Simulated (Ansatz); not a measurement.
A structure relaxed at PBE0-D4/def2-TZVP, charge 0, multiplicity 1:

Cartesian coordinates in Å:
```
N -1.3526 -0.6008 0.5553
C -0.0530 -0.7575 0.2302
O 0.5797 -1.7804 0.4165
Si 0.8836 0.6906 -0.5747
F -0.1638 1.8164 -1.0101
Cl 2.1572 1.4949 0.7878
H -1.8386 0.2580 0.3659
H -1.8507 -1.3650 0.9858
H 1.6382 0.2437 -1.7566
```

(1) Give its formula and SMILES.

(2) Summarise the bond lengths by kind.

Results:

(1) CH3ClFNOSi, `NC(=O)[SiH](F)Cl`.

(2) 1 × C–N 1.349 Å; 2 × H–N 1.005 to 1.009 Å; 1 × C–O 1.217 Å; 1 × C–Si 1.903 Å; 1 × F–Si 1.598 Å; 1 × Cl–Si 2.031 Å; 1 × H–Si 1.472 Å.

Computed with Ansatz.
